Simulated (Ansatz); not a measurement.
Reactions of `CC[SiH](Cl)OC`.

Computed with Ansatz on PBE0-D4/def2-TZVP structures; ΔE is electronic, products minus reactants. CCSD(T)/CBS is the MP2 limit (def2-TZVPP, def2-QZVPP) plus CCSD(T) − MP2 in def2-TZVPP, frozen cores. This one scheme is used for every species, atoms too. No spin–orbit coupling; open shells (•) take unrestricted orbitals. Spin–orbit coupling would lower the free atoms: a little for C, Cl, O, Si. Elements past krypton have def2 core potentials. Bonds to Ge, I are less sure, by a few kJ/mol each and by 10 to 20 or more in all where they break to atoms, as the def2 sets lack core-valence functions. Scalar relativity is left out up to krypton. Each species was taken in one conformer, which may not be the lowest.

Q: Order these by ΔE at CCSD(T)/CBS, lowest first. (Best estimate.)
A. `CC[SiH](Cl)OC` + `CBS` → `CBSCC` + `CO[SiH2]Cl`
B. `CC[SiH](Cl)OC` + `[NH2][Ge][SH]` → `C[S][Ge][NH2]` + `CO[SiH](C)Cl`
C. `CC[SiH](Cl)OC` + H₂ → `CO[SiH2]Cl` + `CC`
D. `CC[SiH](Cl)OC` + `OB(O)Cl` → `CC[SiH](Cl)Cl` + `COB(O)O`
E. `CC[SiH](Cl)OC` + `[CH3][GeH2][I]` → `CO[SiH](Cl)I` + `C[CH2][GeH2][CH3]`
F. `CC[SiH](Cl)OC` + H₂S → `CO[SiH](S)Cl` + `CC`
G. `CC[SiH](Cl)OC` → 3 C• + Cl• + 9 H• + O• + Si•
H. `CC[SiH](Cl)OC` → `CO[SiH2]Cl` + `C=C`

A: F (-55.5 kJ/mol), D (-36.4 kJ/mol), C (-13.4 kJ/mol), B (+7.3 kJ/mol), E (+29.9 kJ/mol), A (+49.9 kJ/mol), H (+151.9 kJ/mol), G (+5710.0 kJ/mol).

Largest T1 diagnostic: 0.014, for `[NH2][Ge][SH]`.
